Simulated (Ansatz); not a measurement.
Cartesian coordinates (Å):
```xyz
9

O     -1.5982    -0.3168     0.5624
Si    -0.0883    -0.0392    -0.0093
O      0.0182     1.0615    -1.2111
O      0.4392    -1.4526    -0.6386
S      1.0319     0.7136     1.6231
H     -2.0248     0.3962     1.0423
H     -0.1236     0.7308    -2.1017
H      0.3258    -2.2424    -0.1061
H      2.0193     1.1831     0.8495
```
Charge 0, spin multiplicity 1.

The numbers are results of frozen-core CCSD(T)/cc-pVTZ // ωB97X-D3(BJ)/def2-TZVP (Ansatz, a program for electronic structure), not measurements.

| Property | Result |
|---|---|
| HF energy | -913.71188 Ha |
| MP2 correlation energy | -1.01484 Ha |

Estimate the CCSD correlation energy, the (T) correction, the total energy and the T1 diagnostic.


| Property | Value |
|---|---|
| CCSD correlation energy | -1.04030 Ha |
| (T) correction | -0.03903 Ha |
| CCSD(T) total energy | -914.79122 Ha |
| T1 diagnostic | 0.011 |
